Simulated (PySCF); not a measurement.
NbO₂, SMILES [Nb](=[O])=[O] (connectivity only; charge and spin as stated), neutral, multiplicity 2.

Geometry optimised at B3LYP-D3(BJ)/def2-TZVP. The spin state was assumed, not searched. The def2 effective core potentials stand for the cores of Nb; spin–orbit coupling is left out.

Level of theory: PySCF with PBE/def2-TZVPD.

The molecule is in vacuum.

Computed frontier levels, dipole moment and polarisability:
```
Property                                                                                                         Value
---------------------------------------------------------------------------------------------  -----------------------
α spin, highest occupied and lowest empty level                                                     -5.07 and -3.93 eV
β spin, highest occupied and lowest empty level                                                     -6.93 and -3.79 eV
dipole moment                                                                                                0.983 e·Å
quadrupole, principal values (traceless, Buckingham form, about the centre of nuclear charge)    -6.94, 3.42, 3.51 D·Å
mean static polarisability                                                                       72.6 bohr³ (10.76 Å³)
polarisability, principal values                                                                60.8, 72.9, 84.2 bohr³
⟨S²⟩                                                                                           0.758 (pure state 0.75)
```
